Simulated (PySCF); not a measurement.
Ranking problems on computed properties.

Each SMILES stands for a single optimised conformer of the isolated species, non-relativistic unless stated; the electronic structure was computed with PySCF and density fitting.

The conformers computed, where there is a choice (atom-mapped SMILES and torsion angles):
- `[NH:1][C:2](=[O:3])/[CH:4]=[CH:5]\[CH2:6][Cl:7]`: N1–C2–C4–C5 179°, C4–C5–C6–Cl7 -120°, H–N1–C2–O3 2°
- `[CH3:1][C:2]#[C:3][C@H:4]([F:5])[CH2:6][C:7]([F:8])[F:9]`: C3–C4–C6–C7 -63°, C4–C6–C7–F8 161°
- `[CH2+:1][C:2]=[CH:3][CH2:4][C:5](=[O:6])[NH:7][CH3:8]`: C2–C3–C4–C5 -123°, C3–C4–C5–O6 -28°, C4–C5–N7–C8 -171°
- `[CH2:1][C:2]#[C:3][C@H:4]([F:5])[CH2:6][CH:7]([F:8])[F:9]`: C3–C4–C6–C7 -177°, C4–C6–C7–F8 68°
- `[NH2:1][C:2](=[O:3])/[CH:4]=[C:5]\[CH2:6][Cl:7]`: N1–C2–C4–C5 0°, H–N1–C2–O3 180°, H–N1–C2–O3 0°
- `[CH3:1][C@@H:2]1[CH:3]=[C:4]([C:5]([NH2:6])[O-:7])[CH2:8]1`: C3–C4–C5–N6 -5°, H–N6–C5–C4 32°, H–N6–C5–C4 155°
- `[CH:1]#[C:2][CH:3][CH2:4][C:5]#[N:6]`: C2–C3–C4–C5 -106°
- `[CH2:1]=[CH:2][CH2:3]/[CH:4]=[CH:5]/[C:6]([NH2:7])=[O:8]`: C1–C2–C3–C4 121°, C2–C3–C4–C5 -120°, C4–C5–C6–N7 -178°, H–N7–C6–C5 1°, H–N7–C6–C5 179°
- `[CH3:1][N:2]([CH3:3])[c:4]1[cH:5][cH:6][cH:7][o:8]1`: C1–N2–C4–C5 -19°

The conformers of `[O+]=C[C@@H]1CC=NCC1` [charge +1 and doublet state] and `C=C[C@H]1COC[C]1[NH-]` [charge -1 and doublet state] aren't listed.

(1) Rank by isotropic g value, highest first (unrestricted B3LYP/pcH-1, mean-field spin–orbit at GFN2-xTB geometries).
A. `[NH]C(=O)/C=C\CCl` [radical]
B. `[CH2]C#C[C@H](F)CC(F)F` [radical]
C. `N(C(CC=[C][CH2+])=O)C` [radical]
D. `C[C@@H]1C=C([C](N)[O-])C1` [radical]
E. `CC#C[C@H](F)C[C](F)F` [radical]
F. `NC(=O)/C=[C]\CCl` [radical]
G. `C=C[C@H]1COC[C]1[NH-]` [radical]
H. `[O+]=C[C@@H]1CC=NCC1` [radical]

(2) By how much do the two ends of that ranking differ?

(3) Rank by smallest rotational constant, lowest first (GFN2-xTB).
A. `NC(=O)/C=[C]\CCl` [radical]
B. `C[C@@H]1C=C([C](N)[O-])C1` [radical]
C. `[CH2]C#C[C@H](F)CC(F)F` [radical]
D. `CN(C)c1ccco1`
E. `C([C](F)F)[C@@H](F)C#CC` [radical]
F. `[CH2+][C]=CCC(=O)NC` [radical]
G. `C#C[CH]CC#N` [radical]
H. `C=CC/C=C/C(N)=O`

(4) Give the two extremes of that set in cm⁻¹.

Answers

(1) A (2.01021), F (2.00739), C (2.00456), E (2.00381), H (2.00359), D (2.00330), G (2.00304), B (2.00269).

(2) By 0.00752, between `[NH]C(=O)/C=C\CCl` [doublet state] and `[CH2]C#C[C@H](F)CC(F)F` [doublet state].

(3) C (0.622 GHz), E (0.720 GHz), H (0.772 GHz), F (0.841 GHz), A (0.953 GHz), B (1.032 GHz), D (1.250 GHz), G (1.717 GHz).

(4) `[CH2]C#C[C@H](F)CC(F)F` [doublet state]: 0.0207 cm⁻¹; `C#C[CH]CC#N` [doublet state]: 0.0573 cm⁻¹.
